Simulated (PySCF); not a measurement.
Two-component Hartree-Fock for Ni⁺ (nickel, charge +1)

Start: [Ar] 3d9; 3d3/2 filled at m_j = -1/2, +1/2, +3/2; 3d5/2 filled at m_j = -5/2, -3/2, -1/2, +1/2, +3/2, +5/2. Calculated with PySCF 2.14 in x2c-SVPall-2c with one added diffuse shell each of s, d type (6s5p4d1f, 48 functions): generalised Hartree-Fock with the X2C-1e Hamiltonian and a Gaussian nucleus; one run each with spin-orbit coupling (SO) screened by Boettger's factors, then bare. This is a chosen level, not necessarily the ground level.

```json
{"spinor shell": "1s1/2", "electrons": "2", "ε, screened SO (eV)": "-8402.1", "ε, bare SO (eV)": "-8402.1", "weight of nominal j (bare SO)": "1.000", "rms radius, bare SO (bohr)": "0.0625"}
{"spinor shell": "2s1/2", "electrons": "2", "ε, screened SO (eV)": "-1052.0", "ε, bare SO (eV)": "-1052.0", "weight of nominal j (bare SO)": "1.000", "rms radius, bare SO (bohr)": "0.265"}
{"spinor shell": "2p1/2", "electrons": "2", "ε, screened SO (eV)": "-913.45", "ε, bare SO (eV)": "-914.41", "weight of nominal j (bare SO)": "1.000", "rms radius, bare SO (bohr)": "0.236"}
{"spinor shell": "2p3/2", "electrons": "4", "ε, screened SO (eV)": "-895.99", "ε, bare SO (eV)": "-895.55", "weight of nominal j (bare SO)": "1.000", "rms radius, bare SO (bohr)": "0.239"}
{"spinor shell": "3s1/2", "electrons": "2", "ε, screened SO (eV)": "-138.36", "ε, bare SO (eV)": "-138.37", "weight of nominal j (bare SO)": "1.000", "rms radius, bare SO (bohr)": "0.799"}
{"spinor shell": "3p1/2", "electrons": "2", "ε, screened SO (eV)": "-93.066", "ε, bare SO (eV)": "-93.173", "weight of nominal j (bare SO)": "0.946", "rms radius, bare SO (bohr)": "0.849"}
{"spinor shell": "3p3/2", "electrons": "4", "ε, screened SO (eV)": "-92.456", "ε, bare SO (eV)": "-92.420", "weight of nominal j (bare SO)": "0.973", "rms radius, bare SO (bohr)": "0.857"}
{"spinor shell": "3d3/2", "electrons": "3", "ε, screened SO (eV)": "-20.583", "ε, bare SO (eV)": "-20.619", "weight of nominal j (bare SO)": "0.694", "rms radius, bare SO (bohr)": "1.21"}
{"spinor shell": "3d5/2", "electrons": "6", "ε, screened SO (eV)": "-20.794", "ε, bare SO (eV)": "-20.776", "weight of nominal j (bare SO)": "0.846", "rms radius, bare SO (bohr)": "1.21"}
```

| quantity | screened SO | bare SO |
| --- | --- | --- |
| E (hartree) | -1518.56446 | -1518.56608 |
| M_J | 3/2 | 3/2 |
| ⟨J²⟩ | 3.802 | 3.778 |
| ⟨L²⟩ | 6.008 | 6.008 |
| ⟨S²⟩ | 0.753 | 0.753 |

Each row is a mean over spinors that exchange with the open shell spreads, by up to 5.699 eV (3p1/2).

Rows whose weight is well below 1 are mixtures of j = l ± 1/2: exchange outweighs spin-orbit coupling there, and the label is only the starting occupation.
